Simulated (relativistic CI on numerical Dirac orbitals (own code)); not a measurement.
Line list: Forbidden lines, Cu XI

These numbers are calculated, not measured: Dirac-Coulomb-Breit CI, separate exchange-only KLI orbitals for each configuration, model QED (radiative potential, 1s self-energy scaled to tabulated hydrogen-like ionisation energies), unscaled Slater integrals (own radial code, finite nucleus).

CI space (outside the closed core [Ne]): 3s2 3p6 3d, 3s2 3p5 3d2, 3s 3p6 3d2, 3s2 3p6 4s, 3s2 3p6 4p, 3s2 3p6 4d, 3s2 3p6 4f, 3s2 3p5 3d 4s, 3s2 3p6 5s, 3s2 3p6 5p, 3s2 3p5 3d 4p, 3s2 3p6 5d, 3s2 3p6 5f, 3s2 3p6 5g, 3s2 3p6 6s, 3s2 3p5 3d 4d, 3s2 3p6 6p, 3s 3p6 3d 4s, 3s2 3p6 6d, 3s2 3p6 7s, 3s2 3p5 3d 4f, 3s2 3p6 7p, 3s 3p6 3d 4p, 3s 3p6 4s2, 3p6 3d3, 3p5 3d4. Double excitations out of closed p, d and f shells are left out; levels of such configurations are missing from the list, as are those of other unlisted configurations, and high levels can miss mixing partners. These lack a partner that the ground configuration has and come out too high: 3s2 3p5 3d 4s, 3s2 3p5 3d 4p, 3s2 3p5 3d 4d, 3s2 3p5 3d 4f.

```
λ vac (nm)                      Lower                       Upper  Type   A (s⁻¹)        gf  Branching (%)
    12.055    3s2 3p5 3d2 4D°_5/2 [5]  3s2 3p5 3d 4s 4F°_9/2 [75]    E2  1.95e+05  4.24e-06            2.4
    12.116    3s2 3p5 3d2 4D°_7/2 [6]  3s2 3p5 3d 4s 4F°_9/2 [75]    E2  6.20e+05  1.36e-05            7.8
    12.414   3s2 3p5 3d2 4G°_11/2 [7]  3s2 3p5 3d 4s 4F°_9/2 [75]    E2  2.09e+06  4.82e-05           26.2
    12.444    3s2 3p5 3d2 4G°_9/2 [8]  3s2 3p5 3d 4s 4F°_9/2 [75]    E2  7.15e+05  1.66e-05            9.0
    12.524   3s2 3p5 3d2 4P°_5/2 [10]  3s2 3p5 3d 4s 4F°_9/2 [75]    E2  3.90e+05  9.17e-06            4.9
    12.598      3s2 3p6 3d 2D_3/2 [1]      3s2 3p6 4s 2S_1/2 [48]    E2  2.52e+06  1.20e-05           26.7
    12.661      3s2 3p6 3d 2D_5/2 [2]      3s2 3p6 4s 2S_1/2 [48]    E2  3.75e+06  1.80e-05           39.7
    12.785   3s2 3p5 3d2 4F°_9/2 [16]  3s2 3p5 3d 4s 4F°_9/2 [75]    E2  2.41e+05  5.89e-06            3.0
    13.557   3s2 3p5 3d2 4D°_7/2 [29]  3s2 3p5 3d 4s 4F°_9/2 [75]    E2  2.41e+05  6.64e-06            3.0
    16.188      3s2 3p6 3d 2D_5/2 [2]    3s2 3p5 3d2 2G°_9/2 [38]    M2  3.97e+01  1.56e-09            6.0
    18.781      3s2 3p6 3d 2D_5/2 [2]    3s2 3p5 3d2 4F°_9/2 [16]    M2  8.89e+01  4.70e-09           49.4
    92.036   3s2 3p5 3d2 4G°_11/2 [7]    3s2 3p5 3d2 2G°_9/2 [38]    M1  5.50e+01  6.99e-08            8.3
    117.25   3s2 3p5 3d2 4F°_9/2 [16]    3s2 3p5 3d2 2G°_9/2 [38]    M1  5.03e+01  1.04e-07            7.6
    153.72   3s2 3p5 3d2 4G°_11/2 [7]    3s2 3p5 3d2 2G°_9/2 [28]    M1  2.39e+02  8.47e-07           59.5
    161.26  3s2 3p5 3d2 2H°_11/2 [23]    3s2 3p5 3d2 2G°_9/2 [38]    M1  2.42e+02  9.44e-07           36.5
    164.94   3s2 3p5 3d2 4G°_11/2 [7]    3s2 3p5 3d2 2G°_9/2 [27]    M1  1.35e+02  5.52e-07           54.1
    208.22   3s2 3p5 3d2 2G°_9/2 [27]    3s2 3p5 3d2 2G°_9/2 [38]    M1  8.42e+01  5.47e-07           12.7
    229.35   3s2 3p5 3d2 2G°_9/2 [28]    3s2 3p5 3d2 2G°_9/2 [38]    M1  8.15e+01  6.43e-07           12.3
    231.51    3s2 3p5 3d2 4D°_7/2 [6]    3s2 3p5 3d2 4F°_9/2 [16]    M1  4.94e+01  3.97e-07           27.4
    239.90   3s2 3p5 3d2 4F°_9/2 [16]    3s2 3p5 3d2 2G°_9/2 [28]    M1  6.26e+01  5.41e-07           15.6
```

Terms are leading LS components. Brackets give the number of a level in order of energy, since labels repeat. The list gives strong lines, with weight on those to low levels, among the lowest 400 of 615 levels, so that lines to higher ones, which can be the strongest, are missing. Levels whose partners in the same complex of configurations lie outside the list can be far off, and so can their lines. Rates are taken at the computed energies, electric ones in the length gauge.

At this charge energies of transitions that change n are usually good to better than 1 %, and those within a shell (Δn = 0) to a few per cent.

LS names give the leading component of a level, which can be under half, so a name can repeat, a term be missing and a line seem to break the LS rules.
